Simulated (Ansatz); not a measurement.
Geometry optimisation, RKS PBE/def2-SVP (Ansatz).

input.yaml

```yaml
crystal:
  periodic: [false, false, false]
  atoms:
    - { symbol: Ge, position_ang: [0.0, 0.0, 0.0] }
    - { symbol: O, position_ang: [0.0, 0.0, 2.12] }
    - { symbol: H, position_ang: [-0.9095, -0.2814, 2.4571] }
    - { symbol: Cl, position_ang: [2.0935, 0.0, -0.7393] }
    - { symbol: Cl, position_ang: [-1.0456, 1.8115, -0.7393] }
    - { symbol: Cl, position_ang: [-1.0456, -1.8115, -0.7393] }
    - { symbol: H, position_ang: [0.9656, -1.4663, 0.5833] }
    - { symbol: H, position_ang: [0.7487, -1.1369, 1.5265] }
basis:
  gaussian: { orbitals: def2-SVP }
hamiltonian:
  xc: pbe
relax:
  f_tol: 0.15
  max_steps: 25
  restrain:
    - { distance: [0, 6], at: 2.75, k: 30.0 }
    - { distance: [7, 1], at: 2.21, k: 30.0 }
    - { distance: [0, 1], at: 1.77, k: 30.0 }
    - { distance: [7, 6], at: 0.66, k: 30.0 }
```

Run as:

```bash
$ ansatz run input.yaml --threads 4 --pin off --max-ram 5120MiB --backend cpu --events-out ev --progress --plain --runs-dir out
```

Q: Where does it end, and by what steps?

A: It converged. The restraints hold the end off the free minimum; the threshold counts their pulls, which the force column leaves out. Restrained pairs: Ge1–H7 (1.85 → 2.76 Å), O2–H8 (1.49 → 2.22 Å), Ge1–O2 (2.12 → 1.77 Å), H7–H8 (1.02 → 0.72 Å). After 6 steps the energy has fallen by 2.290 eV (the restraints' own energy left out); H7 moved furthest, 0.76 Å.

```csv
step,energy less start (eV),largest force component (eV/Å),accepted
0,0.0000,2.756,yes
1,-0.7789,1.981,yes
2,-1.1308,3.534,yes
3,-1.7073,2.216,yes
4,-2.2162,1.575,yes
5,-2.2519,1.482,yes
6,-2.2904,1.473,yes
```

```xyz
8
Properties=species:S:1:pos:R:3
Ge -0.112 0.175 0.020
O -0.077 0.228 1.793
H -0.867 -0.212 2.167
Cl 1.898 0.282 -0.717
Cl -1.186 1.893 -0.720
Cl -1.154 -1.572 -0.711
H 1.195 -2.042 1.023
H 1.109 -1.638 1.614
```

The run took 17 s on 4 threads of Arm Neoverse N1 (shared host), peak memory 0.18 GiB.
